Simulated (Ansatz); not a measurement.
`[SiH3]BCBr` at its PBE0-D4/def2-TZVP geometry, where that method's forces vanish. Total charge 0; spin multiplicity 1.

```xyz
10

Si    0.1963   -0.0552   -1.5495
B     0.6018   -0.0671    0.4190
C    -0.5253   -0.2628    1.4756
Br   -0.4501    1.7225    1.3975
H     0.6099   -1.3594   -2.1484
H    -1.2624    0.1138   -1.8151
H     0.9260    1.0178   -2.2800
H     1.7270   -0.0289    0.8227
H    -0.2892   -0.5436    2.4980
H    -1.5339   -0.5369    1.1803
```

(1) What forces (eV/Å) does ωB97M-V/def2-TZVPP give on these atoms in Ansatz? (Estimate.)

## Answers

(1) Computed: 
```
Si1 -0.002 -0.022 -0.115
B2   0.164 -0.071 -0.043
C3  -0.069 -0.110  0.068
Br4 -0.041  0.151  0.031
H5  -0.049  0.145  0.065
H6   0.150 -0.014  0.043
H7  -0.084 -0.114  0.086
H8  -0.151 -0.007 -0.046
H9  -0.022  0.022 -0.114
H10  0.104  0.019  0.024
```
